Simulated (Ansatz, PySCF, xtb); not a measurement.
Noncovalent pair: HF (SMILES F) (first 2 atoms) with HCl (SMILES Cl); geometry from B3LYP-D3(BJ)/def2-TZVP, rigid monomers moved along the line of their centres of mass till H2···Cl3 is 2.63 Å.
(charge 0, multiplicity 1):
```xyz
4

F     -0.012    -0.084    -0.139
H      0.154     0.134     0.751
Cl    -0.032     0.540     3.346
H     -1.246     0.123     3.327
```

Counterpoise-corrected where a basis set is named; no monomer relaxation.

Correlated levels freeze the cores. CBS(a, b) extrapolates the correlation energy as X⁻³ and adds the Hartree–Fock energy of set b. Rows in 6-31G* carry no dispersion term and start afresh at each structure (6-31G* with six Cartesian d functions).

Programs: Ansatz (a first-principles code) with Gaussian orbitals; PySCF for 6-31G* rows; xtb for the GFN methods. Values without a source in brackets are computed.

What interaction energy does GFN1-xTB give?

-2.1 kcal/mol
